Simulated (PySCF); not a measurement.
Caution: the unrestricted state is spin-contaminated.  The multiplicity is imposed and other spin states were not computed.

Species: [Os(F)3] (charge 0, multiplicity 2).

Predict the charge on the central atom (Mulliken), dipole moment and spin population on the central atom (Mulliken) from TPSS-D3(BJ)/def2-TZVP // TPSS-D3(BJ)/def2-SVP in PySCF 2.14.0.


| Item | Result |
|---|---|
| charge on the central atom (Mulliken) | 0.92 e |
| dipole moment | 0.82 D |
| spin population on the central atom (Mulliken) | 0.94 |
